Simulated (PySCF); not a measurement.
## Electron correlation in Al⁺ (aluminium, charge +1)

[Ne] 3s1 4s1, high-spin 3S determinant (an excited configuration). All numbers are calculated (PySCF 2.14, the non-relativistic Hamiltonian (point nucleus), in aug-cc-pwCVTZ). Frozen: 1s2; 10 electrons correlated.

MP2 pair energies summed by pair of shells (mhartree):

| pair | energy | share (%) |
| --- | --- | --- |
| 2p-2p | -172.31 | 69.4 |
| 2s-2p | -48.21 | 19.4 |
| 2p-3s | -12.46 | 5.0 |
| 2s-2s | -8.49 | 3.4 |
| 3s-4s | -3.27 | 1.3 |
| 2p-4s | -1.82 | 0.7 |
| 2s-3s | -1.37 | 0.6 |
| 2s-4s | -0.20 | 0.1 |

Total MP2 correlation energy: -248.12 mhartree.

Same-spin part -71.67 and opposite-spin part -176.45 mhartree; SCS-MP2 scales them by 1/3 and 6/5 to -235.63 mhartree.
